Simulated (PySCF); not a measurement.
Compound: CH₅B₃Cl₂.
Atom-mapped SMILES: `[BH2:1][CH:2]([BH2:3])[B:4]([Cl:5])[Cl:6]` (hydrogens: H7, H8 on B1; H9 on C2; H10, H11 on B3)

Level of theory: PBE0-D3(BJ)/def2-SVP geometry optimisation, gas phase in PySCF.

(1) Give the optimised bond lengths and angles.

Results:

(1) 
```json
{"bond": "B1–C2, C2–B3", "length (Å)": "1.559"}
{"bond": "C2–B4", "length (Å)": "1.564"}
{"bond": "B4–Cl5, B4–Cl6", "length (Å)": "1.755"}
{"bond": "B1–H7 and 3 like bonds", "length (Å)": "1.207"}
{"bond": "C2–H9", "length (Å)": "1.096"}
```

Bonds in one row agree within 0.01 Å and their mean is given. A selection of angles:
```json
{"angle": "C2–B1–H7", "degrees": "118.6"}
{"angle": "C2–B1–H8", "degrees": "121.6"}
{"angle": "H7–B1–H8", "degrees": "119.8"}
{"angle": "B1–C2–B3", "degrees": "104.0"}
{"angle": "B1–C2–B4", "degrees": "105.7"}
{"angle": "B1–C2–H9", "degrees": "114.5"}
{"angle": "B3–C2–H9", "degrees": "114.6"}
{"angle": "B4–C2–H9", "degrees": "111.4"}
{"angle": "C2–B4–Cl5", "degrees": "124.9"}
{"angle": "C2–B4–Cl6", "degrees": "118.0"}
{"angle": "Cl5–B4–Cl6", "degrees": "117.1"}
```

Dihedral angles: B1–C2–B4–Cl5 53° (synclinal). The mirror-image conformer, all signs reversed, is as good.

Of the pairs four or more bonds apart, Cl5···H8 is among the closest relative to their van der Waals radii: 2.98 Å, 101 % of the sum of Bondi's values. B1 (three-coordinate boron) is planar (angles 121.6°, 119.8° and 118.6°, sum 360.0°, 0.00 Å off the plane of its three neighbours). B4 (three-coordinate boron) is planar (angles 124.9°, 118.0° and 117.1°, sum 360.0°, 0.00 Å off the plane of its three neighbours).

Point group: near Cs, missed by 0.10 Å at most; the miss may be what the optimiser left on a soft mode. PBE0-D3(BJ)/def2-SVP frequencies: not computed here. One conformer, not necessarily the lowest (H–B1–C2–B3 -124° and 55°, B1–C2–B3–H 122° and -58°, B1–C2–B4–Cl5 53°).

Time: 49 s of wall time; peak memory 0.52 GiB. Hardware: Arm Neoverse V1, one thread, shared host with 32 logical CPUs at a one-minute load of 25. These figures are those of the optimisation.
